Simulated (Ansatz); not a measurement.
ClH5HfN2O, SMILES `[NH2][Hf]([NH2])([OH])[Cl]`, relaxed with RKS PBE0-D4/def2-TZVP in Ansatz 0.2.0 from a GFN2-xTB geometry. The force threshold is 0.005 eV/Å; the program also tests the step.

Charge 0, multiplicity 1. Hf: def2 effective core potential.

Start:

```xyz
10

N    -0.146   -0.949   -1.473
Hf   -0.372   -0.014    0.292
N     1.226   -0.478    1.418
O    -0.363    1.840    0.033
Cl   -2.600   -0.137    0.891
H    -0.900   -0.802   -2.149
H     0.728   -0.808   -1.983
H     1.897   -1.145    1.037
H     1.781    0.324    1.725
H    -1.253    2.171    0.208
```

Q: By how much does the energy fall, and how many steps does the optimiser take? (Best estimate.)

A: Ansatz gave: 0.75 eV, in 15 steps, 2 of them rejected.

Q: Which bonds change most? (An estimate is asked.)

A: The calculation gave: Hf2–Cl5 from 2.311 to 2.385 Å; Hf2–O4 from 1.872 to 1.925 Å; N1–Hf2 from 2.010 to 2.029 Å; Hf2–N3 from 2.009 to 2.023 Å.

Q: Give the relaxed structure. (An estimate is asked.)

A: Ansatz gave: 
```xyz
10

N    -0.188   -0.671   -1.623
Hf   -0.461    0.053    0.253
N     1.248   -0.368    1.252
O    -0.659    1.967    0.277
Cl   -2.374   -1.027    1.183
H    -0.900   -0.742   -2.337
H     0.683   -1.020   -1.995
H     1.546   -1.295    1.525
H     1.884    0.309    1.647
H    -0.779    2.794   -0.181
```
